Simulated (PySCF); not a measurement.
Species: [InFH3]- (charge -1).
Bonds: In1–F2. Hydrogens: H3, H4, H5 on In1.

A GFN2-xTB structure was refined with PySCF 2.14.0, PBE0-D3(BJ)/def2-SVP geometry optimisation, gas phase, def2 core potentials past Kr. Its GFN2-xTB values:

```csv
coordinate,GFN2-xTB
In1–F2,2.018 Å
In1–H3,1.705 Å
In1–H4,1.704 Å
F2–In1–H3,105.4°
H3–In1–H4,113.6°
```

Question: How do these coordinates change at the PBE0-D3(BJ)/def2-SVP level?

Answer: 
```json
{"coordinate": "In1–H4", "PBE0-D3(BJ)/def2-SVP (Å or °)": "1.788", "change": "+0.084"}
{"coordinate": "In1–H3", "PBE0-D3(BJ)/def2-SVP (Å or °)": "1.788", "change": "+0.083"}
{"coordinate": "In1–F2", "PBE0-D3(BJ)/def2-SVP (Å or °)": "2.036", "change": "+0.018"}
{"coordinate": "H3–In1–H4", "PBE0-D3(BJ)/def2-SVP (Å or °)": "113.0", "change": "-0.6"}
{"coordinate": "F2–In1–H3", "PBE0-D3(BJ)/def2-SVP (Å or °)": "105.7", "change": "+0.3"}
```

The energy falls by 2.7 kcal/mol over 4 energy and gradient evaluations, the largest force component goes from 0.0178 to 1.4e-04 Eh/bohr, and the atoms move by 0.063 Å rms after alignment. Among the bonds, In1–H3 and In1–H4 change most and about equally (+0.083 to +0.084 Å). Bonds longer at the end by more than 0.005 Å: 4 of 4; shorter: 0. Rotational constants go from 61776, 7013, 7010 to 56426, 6847, 6846 MHz.

The run used 55 basis functions and 24 SCF cycles in all. Hardware: one thread, Arm Neoverse V1, shared host. Cost: 4.7 s of wall time.

Whether it is a minimum is left open (no frequencies). The geometry's basis has no diffuse functions, a weakness for an anion.
